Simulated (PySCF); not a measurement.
SMILES N#Cc1sc(CC)cc1, GFN2-xTB optimised geometry.

```
16

C     -2.15    -2.71    -1.44
C     -1.55    -2.53    -0.04
C     -0.63    -1.36     0.00
C      0.74    -1.36     0.00
C      1.30    -0.07     0.00
C      0.35     0.91     0.00
C      0.55     2.29    -0.01
N      0.73     3.43    -0.01
S     -1.26     0.25    -0.01
H     -2.73    -1.82    -1.71
H     -1.37    -2.86    -2.17
H     -2.82    -3.57    -1.45
H     -0.99    -3.43     0.23
H     -2.35    -2.39     0.68
H      1.32    -2.26     0.00
H      2.35     0.13     0.00
```

Density from CAM-B3LYP/def2-TZVP (PySCF) at that geometry.

Minimum of the electron density along straight lines between bonded atoms, close to the bond critical point (lines longer than 1.1 times the sum of covalent radii, or with two minima, are not listed):

| bond | length / Å | ρ at the minimum / e bohr⁻³ | ∇²ρ there / e bohr⁻⁵ | position (fraction from the first atom) |
|---|---|---|---|---|
| C1–C2 | 1.531 | 0.244 | -0.60 | 0.49 |
| C2–C3 | 1.489 | 0.266 | -0.72 | 0.47 |
| C3–C4 | 1.365 | 0.334 | -0.99 | 0.52 |
| C4–C5 | 1.405 | 0.312 | -0.92 | 0.49 |
| C5–C6 | 1.371 | 0.328 | -0.96 | 0.48 |
| C6–C7 | 1.395 | 0.307 | -0.94 | 0.47 |
| C7–N8 | 1.148 | 0.502 | -0.23 | 0.35 |
| C3–S9 | 1.729 | 0.216 | -0.45 | 0.48 |
| C6–S9 | 1.740 | 0.210 | -0.43 | 0.48 |
| C1–H10 | 1.088 | 0.281 | -0.98 | 0.64 |
| C1–H11 | 1.088 | 0.281 | -0.98 | 0.64 |
| C1–H12 | 1.087 | 0.281 | -0.98 | 0.64 |
| C2–H13 | 1.092 | 0.281 | -0.98 | 0.64 |
| C2–H14 | 1.093 | 0.281 | -0.97 | 0.64 |
| C4–H15 | 1.076 | 0.289 | -1.05 | 0.65 |
| C5–H16 | 1.075 | 0.292 | -1.07 | 0.65 |
